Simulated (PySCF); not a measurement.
Point-charge models of `C1C[SiH2]C1` against its computed dipole.

Coordinates (PBE0-D3(BJ)/def2-SVP, Å) and charges (e) from the PBE0/pcSseg-1 density (PySCF):

```json
{"atom": "C1", "x": "0.709", "y": "0.199", "z": "0.799", "Mulliken": "-0.2567", "IAO": "-0.2476", "Hirshfeld": "-0.0675", "ESP-fitted": "+0.1911"}
{"atom": "C2", "x": "0.845", "y": "-0.804", "z": "-0.378", "Mulliken": "-0.5044", "IAO": "-0.5425", "Hirshfeld": "-0.1632", "ESP-fitted": "-0.4235"}
{"atom": "Si3", "x": "-0.979", "y": "-0.444", "z": "-0.750", "Mulliken": "+0.6076", "IAO": "+0.7400", "Hirshfeld": "+0.3369", "ESP-fitted": "+0.4816"}
{"atom": "C4", "x": "-0.504", "y": "1.046", "z": "0.324", "Mulliken": "-0.5046", "IAO": "-0.5424", "Hirshfeld": "-0.1633", "ESP-fitted": "-0.4186"}
{"atom": "H5", "x": "1.620", "y": "0.779", "z": "1.023", "Mulliken": "+0.1331", "IAO": "+0.1327", "Hirshfeld": "+0.0351", "ESP-fitted": "-0.0192"}
{"atom": "H6", "x": "0.443", "y": "-0.344", "z": "1.720", "Mulliken": "+0.1308", "IAO": "+0.1340", "Hirshfeld": "+0.0398", "ESP-fitted": "+0.0138"}
{"atom": "H7", "x": "1.489", "y": "-0.396", "z": "-1.175", "Mulliken": "+0.1417", "IAO": "+0.1419", "Hirshfeld": "+0.0371", "ESP-fitted": "+0.1194"}
{"atom": "H8", "x": "1.201", "y": "-1.813", "z": "-0.127", "Mulliken": "+0.1438", "IAO": "+0.1427", "Hirshfeld": "+0.0360", "ESP-fitted": "+0.0930"}
{"atom": "H9", "x": "-1.925", "y": "-1.389", "z": "-0.076", "Mulliken": "-0.0853", "IAO": "-0.1220", "Hirshfeld": "-0.0821", "ESP-fitted": "-0.1173"}
{"atom": "H10", "x": "-1.437", "y": "-0.243", "z": "-2.162", "Mulliken": "-0.0914", "IAO": "-0.1215", "Hirshfeld": "-0.0818", "ESP-fitted": "-0.1304"}
{"atom": "H11", "x": "-0.176", "y": "1.889", "z": "-0.306", "Mulliken": "+0.1416", "IAO": "+0.1420", "Hirshfeld": "+0.0370", "ESP-fitted": "+0.1198"}
{"atom": "H12", "x": "-1.169", "y": "1.437", "z": "1.107", "Mulliken": "+0.1438", "IAO": "+0.1426", "Hirshfeld": "+0.0359", "ESP-fitted": "+0.0904"}
```

Compute μ = Σ q r for each scheme (1 e·Å = 4.803 D) and compare with the dipole of the full density.

The full density gives (0.33, 0.20, 0.10) D, 0.39 D in size; dipole vectors point from the negative to the positive end.

```
    scheme     μx     μy     μz  size (D)  share of the full size (%)  angle to the full dipole (°)
  Mulliken  -0.91  -0.42  -0.66      1.20                         303                           161
       IAO  -1.01  -0.45  -0.75      1.34                         339                           160
 Hirshfeld  -0.16  -0.07  -0.14      0.23                          57                           154
ESP-fitted   0.32   0.20   0.11      0.40                         100                             1
```

Which set comes closest?

Length of the difference vector: ESP-fitted 0.01 D, Hirshfeld 0.61 D, Mulliken 1.58 D, IAO 1.71 D. Closest: ESP-fitted. The schemes that divide the density aren't constrained to reproduce the dipole.

What is left for the Hirshfeld atoms' own dipoles?

The shares of the density sum to the whole, so what Σ q r misses lies in dipoles about the nuclei. The atomic dipoles sum to (0.33, 0.20, 0.10) − (-0.16, -0.07, -0.14) = (0.49, 0.27, 0.24) D, 0.61 D in size.

With the origin at the mean of the coordinates, (0.010, -0.007, 0.000) Å, which are the largest single terms, by size, of the ESP-fitted dipole along the direction of the full one?

Si3 -2.84, H9 +1.30, H10 +1.17, C1 +0.81, H11 +0.42 D; all 12 atoms together +0.40 D. The single terms depend on the origin, their sum doesn't.

Give the size of the full dipole in other units.

0.39 D = 0.155 au = 0.082 e·Å = 1.32 × 10⁻³⁰ C·m.

Geometry: PBE0-D3(BJ)/def2-SVP; no solvent, vibrations or thermal averaging.
